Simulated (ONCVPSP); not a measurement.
## Scattering properties, ONCV potential for Mg

| Property | Result |
| --- | --- |
| Element | magnesium (Mg) |
| Generator | ONCVPSP 4.0.1 |
| Type | optimised norm-conserving Vanderbilt (ONCV) |
| Functional | PBEsol |
| Relativity | non-relativistic |
| Frozen core | [He] |
| Valence charge | 10 |
| Reference configuration | 2s2 2p6 3s2 |
| Partial waves | 2s+3s: rc 1.35 bohr, ncon 3, nbas 6, qcut 8.6 1/bohr, 3 projectors, debl 1.8 Ha; 2p: rc 1.20 bohr, ncon 4, nbas 8, qcut 9.2 1/bohr, 2 projectors, debl 2.2 Ha |
| Local potential | polynomial inside 0.90 bohr (lpopt 3, dvloc0 0 Ha) |
| Core correction | polynomial model core, fcfact 0.25 |

The phase is arctan(r·R′/R) of the radial function R(r), unwrapped; energies in Ha, scanned from -4 to 5 Ha. A pole is an energy at which the radial function vanishes at the test radius. The pseudo phase is shifted by a multiple of π to meet the all-electron one at the reference energy, and phase errors are pseudo minus all-electron; the curves can meet again beyond the range given. Levels narrower than the energy grid can be missing from the lists of poles.

| channel | radius (bohr) | reference energy (Ha) | poles, all-electron | poles, pseudo | unbroken range about the reference energy with phases within 0.05 rad | phase error 1 Ha above the reference energy (rad) |
| --- | --- | --- | --- | --- | --- | --- |
| s | 1.37 | -0.17 | -2.58 | -2.58 | the whole range | +0.000 |
| p | 1.22 | -1.71 | -1.10 | -1.10 | the whole range | +0.000 |

Phases in the p channel:

```csv
E (Ha),all-electron,pseudo
-3.98,1.025,1.025
-3.74,0.973,0.974
-3.50,0.906,0.906
-3.26,0.812,0.812
-3.02,0.676,0.676
-2.78,0.464,0.464
-2.54,0.128,0.128
-2.30,-0.342,-0.342
-2.06,-0.803,-0.803
-1.82,-1.127,-1.127
-1.58,-1.334,-1.334
-1.34,-1.473,-1.473
-1.10,-1.572,-1.572
-0.86,-1.650,-1.650
-0.62,-1.716,-1.716
-0.38,-1.774,-1.774
-0.14,-1.829,-1.829
0.10,-1.884,-1.884
0.34,-1.942,-1.942
0.58,-2.004,-2.004
0.82,-2.074,-2.074
1.06,-2.155,-2.155
1.30,-2.252,-2.252
1.54,-2.371,-2.371
1.78,-2.518,-2.517
2.02,-2.699,-2.698
2.26,-2.914,-2.912
2.50,-3.153,-3.149
2.74,-3.392,-3.388
2.98,-3.610,-3.605
3.22,-3.793,-3.788
3.46,-3.941,-3.935
3.70,-4.059,-4.053
3.94,-4.152,-4.147
4.18,-4.228,-4.223
4.42,-4.290,-4.285
4.66,-4.342,-4.336
4.90,-4.385,-4.380
```
